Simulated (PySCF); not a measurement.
C5H6O. Atoms are numbered in the order given.

```xyz
12

C      2.1843     1.0664     0.9785
C      1.4882     0.2468     0.4124
C      0.6410    -0.7171    -0.2674
C     -0.8537    -0.3583    -0.4191
C     -1.4189     0.6799     0.5102
O     -1.5130    -0.9391    -1.2494
H      2.8055     1.7870     1.4774
H      1.0174    -0.9443    -1.2790
H      0.6564    -1.6816     0.2763
H     -2.5063     0.7440     0.3793
H     -1.1618     0.4462     1.5561
H     -0.9522     1.6557     0.2970
```
Charge 0, spin multiplicity 1.

Coordinates come from a r2SCAN-D4/def2-SVP optimisation. Other conformers were not sampled.

Computed with r2SCAN-D4/def2-SVP run with PySCF.

No scaling factor is applied to the harmonic values.

Computed harmonic wavenumbers and intensities:
```tsv
mode	ν (cm⁻¹)	IR (km/mol)	Raman (Å⁴/amu)	depolarisation	moving atoms (share of kinetic energy)
1	27	5.8	1.2	0.75	C 45 %, O 29 %, H 26 %
2	151	0.2	4.9	0.71	C 63 %, H 33 %
3	165	0.5	1.2	0.73	H 85 %, C 14 %
4	323	9.5	7.9	0.75	C 61 %, H 38 %
5	350	8.6	4.9	0.75	C 69 %, H 22 %, O 9 %
6	459	2.6	3.9	0.66	C 56 %, H 34 %, O 10 %
7	493	4.6	3.2	0.33	O 45 %, C 44 %, H 10 %
8	548	20.3	3.8	0.25	C 60 %, H 24 %, O 16 %
9	658	45.2	2.1	0.69	H 79 %, C 21 %
10	669	43.7	2.7	0.62	H 79 %, C 21 %
11	768	4.1	6.8	0.18	C 61 %, H 33 %
12	808	0.6	3.9	0.23	H 52 %, C 47 %
13	974	5.8	4.3	0.74	H 49 %, C 46 %
14	1009	3.3	0.3	0.38	C 62 %, H 34 %
15	1026	4.0	0.8	0.66	C 49 %, H 49 %
16	1189	20.3	3.0	0.73	H 73 %, C 26 %
17	1215	100.1	8.7	0.52	C 60 %, H 38 %
18	1268	10.2	17.7	0.38	H 61 %, C 37 %
19	1355	58.9	3.1	0.74	H 69 %, C 31 %
20	1392	3.3	17.6	0.53	H 89 %, C 11 %
21	1421	21.4	13.2	0.60	H 95 %
22	1435	14.3	11.1	0.75	H 96 %
23	1829	226.1	4.6	0.74	C 62 %, O 36 %
24	2213	7.6	171.4	0.25	C 91 %, H 9 %
25	3024	6.4	139.9	0.09	H 94 %
26	3040	0.3	130.3	0.00	H 97 %
27	3094	0.2	92.9	0.55	H 91 %, C 9 %
28	3127	1.0	47.0	0.75	H 91 %, C 9 %
29	3185	4.9	80.1	0.65	H 90 %, C 10 %
30	3476	81.7	30.4	0.23	H 86 %, C 14 %
```
